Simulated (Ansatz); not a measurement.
`[SiH3][SiH]([SiH3])[SiH3]` + `OB[SiH3]` → `[SiH3]BO[SiH3]` + `[SiH3][SiH2][SiH3]`  (cleavage of the Si–Si bond)

Computed with Ansatz on PBE0-D4/def2-TZVP structures; ΔE is electronic, products minus reactants. CCSD(T)/CBS adds triple-zeta CCSD(T) − MP2 to the extrapolated MP2 energy (def2 sets, frozen cores). Functionals use def2-TZVPP. HSE06 is defined as in plane-wave codes. Each species was taken in one conformer, which may not be the lowest.

```tsv
level	ΔE (kcal/mol)	difference from CCSD(T)/CBS
LDA (SPW92)	-10.9	5.1
PBE-D4	-9.9	6.1
BLYP-D4	-15.1	0.9
r2SCAN-D4	-14.2	1.8
HSE06-D4	-11.5	4.5
BHLYP-D4	-18.2	-2.2
PBE	-10.8	5.2
PBE0	-12.4	3.6
r2SCANh	-14.7	1.3
CAM-B3LYP	-18.9	-2.9
LC-ωPBE	-14.4	1.6
MP2/def2-SVP	-13.6	2.4
CCSD/def2-SVP	-13.6	2.4
CCSD(T)/def2-SVP	-12.9	3.1
CCSD/def2-TZVPP	-17.1	-1.1
CCSD(T)/def2-TZVPP	-16.0	0.0
CCSD(T)/CBS	-16.0	0
```

Largest T1 diagnostic among the species: 0.014.

The D4 term adds +1.4 kcal/mol with B3LYP and +0.8 kcal/mol with PBE0; it sums over pairs of atoms, weighted by their polarisabilities, and B3LYP, whose exchange is more repulsive, gets the larger term. From PBE to PBE0 (25 % exact exchange), in def2-TZVPP and without D4, ΔE moves by −1.6 kcal/mol.

CCSD(T)/CBS has its own doubt, a few kJ/mol and more with outer-core shells, so smaller differences from it don't rank the levels.

B3LYP here is the variant with VWN-RPA as its local correlation; programs differ in this.
